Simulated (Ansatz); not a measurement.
Basis sets compared for [Se4]2- (Se₄²⁻). Total charge -2; singlet. Geometry PBE0-D4/def2-SVPD. Ansatz on 4 threads of Arm Neoverse V1 on a shared host; times are rough, and most runs start from earlier orbitals.

```
atom   x (Å)   y (Å)   z (Å)
 Se1  -1.600  -1.989  -1.166
 Se2  -0.990  -0.677   0.700
 Se3   1.224   0.218   0.614
 Se4   1.367   2.448  -0.148
```

A multiply charged anion in the gas phase is held together partly by the finite basis. Removing one electron lowers the energy by 1.19 eV at PBE0-D4/def2-TZVPD, so it isn't bound. At PBE-D4/def2-SVPD, PBE-D4/def2-TZVPD, PBE0-D4/def2-SVPD, PBE0-D4/def2-TZVPD the highest occupied level of the charge -2 singlet lies above zero (up to 3.52 eV). By energy differences it is unbound by 1.19 eV (vertical, against the charge -1 doublet, at PBE0-D4/def2-TZVPD) and held by the finite basis.

```tsv
level	functions	energy (Eh)	HOMO (eV)	LUMO (eV)	wall time
PBE-D4/def2-SVPD	164	-9603.7126	3.52	4.77	2.4 s
PBE0-D4/def2-SVPD	164	-9604.0008	2.61	5.39	5.5 s
```

Problem. Estimate the rows for PBE-D4/def2-TZVPD, PBE0-D4/def2-TZVPD.

Solution. 
| level | functions | energy (Eh) | HOMO (eV) | LUMO (eV) | wall time |
| --- | --- | --- | --- | --- | --- |
| PBE-D4/def2-TZVPD | 228 | -9604.8809 | 3.48 | 4.70 | 3.5 s |
| PBE0-D4/def2-TZVPD | 228 | -9605.1706 | 2.60 | 5.22 | 13 s |
